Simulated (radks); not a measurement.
The numbers below are computed, except where a source is named.
Task: Cu5+, 24 electrons, occupied as [Ar] 3d6. Code: a radial shooting solver on a logarithmic mesh with Libxc functionals. Model: scalar-relativistic Kohn-Sham, PBE, spin-polarised, spherical densities, finite nucleus; open shells are filled with parallel spins first; Fermi nuclear charge, rms radius 3.8823 fm. Some entries of the table are withheld. Estimate them.

orbital,occ.,eigenvalue (eV),<1/r> (bohr^-1),<r^2> (bohr^2)
1s down,1,-8949.135,29.15,0.003657
1s up,1,-8949.129,29.15,0.003657
2s up,1,-1164.143,6.322,0.06536
2s down,1,-1161.095,6.334,0.06512
2p up,3,(1),6.204,(2)
2p down,3,(3),6.214,(4)
3s up,1,-211.4485,2.059,(5)
3s down,1,-205.7261,2.047,(6)
3p up,3,-167.9703,1.928,0.5926
3p down,3,-162.3351,1.913,0.6015
3d up,5,-97.6461,1.666,0.7039
3d down,1,-92.0310,1.641,0.7371

Result: 
(1) 2p up eigenvalue (eV): -1018.110
(2) 2p up <r^2> (bohr^2): 0.05239
(3) 2p down eigenvalue (eV): -1015.822
(4) 2p down <r^2> (bohr^2): 0.05214
(5) 3s up <r^2> (bohr^2): 0.5476
(6) 3s down <r^2> (bohr^2): 0.5530
